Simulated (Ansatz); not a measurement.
Ansatz (a program for electronic structure) input (CCSD(T)/aug-cc-pV(D+d)Z):
A basis named .json is the Basis Set Exchange file of that set.

Ansatz 0.2 input:
```yaml
crystal:
  periodic: [false, false, false]
  atoms:
    - {symbol: C, position_ang: [2.35228743, -0.33253513, 0.20901274]}
    - {symbol: B, position_ang: [0.82872041, -0.25613501, 0.48736946]}
    - {symbol: S, position_ang: [-0.47836516, 0.24007367, -0.55551609]}
    - {symbol: C, position_ang: [-1.99510106, 0.06733854, 0.46156801]}
    - {symbol: H, position_ang: [2.71239482, -1.35375673, 0.36681765]}
    - {symbol: H, position_ang: [2.64093337, -0.02296925, -0.80137626]}
    - {symbol: H, position_ang: [2.89716866, 0.29160432, 0.92383064]}
    - {symbol: H, position_ang: [-1.93474760, 0.71897338, 1.32892437]}
    - {symbol: H, position_ang: [-2.11412451, -0.96604489, 0.77535106]}
    - {symbol: H, position_ang: [-2.83450259, 0.36286914, -0.16562189]}
basis:
  gaussian:
    orbitals: aug-cc-pV_D+d_Z.json
magnetization: {spin_polarized: true, initial_magnetization: 1}
correlation: {method: ccsd_t, electrons: outside_noble_gas}
output: {forces: true}
```

End of the output:

```
perturbative correction -0.56409561 eV, -0.0207301311 hartree
the calculation of the forces begins
0.38 GiB of device memory are held for the factors and their scratch space
Total energy: -13660.67148267 eV, -502.0204174526 hartree
Atom 0 at     2.352287    -0.332535     0.209013 Å, force     0.172657     0.013167    -0.096292 eV/Å
Atom 1 at     0.828720    -0.256135     0.487369 Å, force    -0.207667    -0.174946     0.589318 eV/Å
Atom 2 at    -0.478365     0.240074    -0.555516 Å, force    -0.315056     0.225555    -0.566300 eV/Å
Atom 3 at    -1.995101     0.067339     0.461568 Å, force     0.296765     0.011382    -0.130813 eV/Å
Atom 4 at     2.712395    -1.353757     0.366818 Å, force     0.136843    -0.431042     0.064612 eV/Å
Atom 5 at     2.640933    -0.022969    -0.801376 Å, force     0.113839     0.129396    -0.420193 eV/Å
Atom 6 at     2.897169     0.291604     0.923831 Å, force     0.215194     0.267846     0.301298 eV/Å
Atom 7 at    -1.934748     0.718973     1.328924 Å, force     0.028956     0.312939     0.402880 eV/Å
Atom 8 at    -2.114125    -0.966045     0.775351 Å, force    -0.056495    -0.488715     0.139825 eV/Å
Atom 9 at    -2.834503     0.362869    -0.165622 Å, force    -0.385034     0.134418    -0.284336 eV/Å
Dipole moment:    -0.139825    -0.005455     0.062572 e Å
```

It need not be the lowest isomer of its formula.
